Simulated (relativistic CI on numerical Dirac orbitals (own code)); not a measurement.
**Fe2+: M2,3 absorption edge**

Computed with this model: Dirac-Coulomb-Breit CI, orbitals from a KLI potential per configuration, model QED (radiative potential, 1s self-energy scaled to tabulated hydrogen-like ionisation energies), multiplet model of core-to-valence dipole absorption, unscaled Slater integrals; configurations [Ar] 3d6 → [Ne] 3s2 3p5 3d7; 80 K; Lorentzian 1.2 eV and Gaussian 0.3 eV FWHM. Energies are those of the free ion, without screening or charge transfer. The branching ratio is the share of the lower-energy edge in the whole absorption, uncertain by about 0.02 where the edges overlap. S is read from ⟨S²⟩ = S(S + 1).

Field parameters in Wybourne normalisation: D3d B²₀ = −7Dσ, B⁴₀ = −14Dq − 21Dτ, B⁴₃ = −14√(10/7) Dq; D4h B²₀ = −7Ds, B⁴₀ = 21(Dq − Dt), B⁴₄ = 21√(5/14) Dq; Oh B⁴₀ = 21Dq, B⁴₄ = √(5/14) B⁴₀; Td as Oh with Dq negative (B⁴₀ = 21Dq, B⁴₄ = √(5/14) B⁴₀). The field is a parameter set, without covalency.

free ion: ground-state S = 2.00, centroid 59.25 eV. Peaks (eV, height): 55.2 (42), 59.8 (64), 61.0 (100).

Td, 10Dq = -6700 cm⁻¹: ground-state S = 2.00, centroid 59.48 eV. Peaks (eV, height): 56.2 (40), 61.0 (100).

Oh, 10Dq = 22100 cm⁻¹: ground-state S = 0.02, centroid 66.62 eV. Peaks (eV, height): 59.8 (37), 65.2 (100), 71.2 (19), 73.2 (55), 76.8 (7).

D3d, 10Dq = 25500, Dσ = -320, Dτ = 310 cm⁻¹: ground-state S = 0.01, centroid 66.95 eV. Peaks (eV, height): 60.8 (48), 66.2 (100), 74.0 (53).

D4h, 10Dq = 22250, Ds = 2630, Dt = -750 cm⁻¹: ground-state S = 0.01, centroid 66.94 eV. Peaks (eV, height): 60.8 (45), 66.0 (100), 73.0 (35), 74.2 (43).

Oh, 10Dq = 21300 cm⁻¹: ground-state S = 0.02, centroid 66.56 eV. Peaks (eV, height): 59.5 (35), 65.0 (100), 71.0 (19), 73.0 (57), 76.5 (8).

Strongest unbroadened transitions for D3d, 10Dq = 25500, Dσ = -320, Dτ = 310 cm⁻¹:

| Energy (eV) | Relative strength |
| --- | --- |
| 60.34 | 16.8 |
| 60.55 | 15.2 |
| 60.61 | 32.9 |
| 60.85 | 28.4 |
| 60.90 | 25.7 |
| 61.92 | 14.5 |
| 65.90 | 25.3 |
| 66.07 | 19.2 |
| 66.08 | 15.4 |
| 66.09 | 82.3 |
| 66.13 | 68.3 |
| 66.17 | 100.0 |
| 66.31 | 14.5 |
| 66.40 | 18.2 |
| 72.27 | 31.0 |
| 73.93 | 68.1 |
| 74.09 | 100.0 |
| 74.28 | 14.8 |
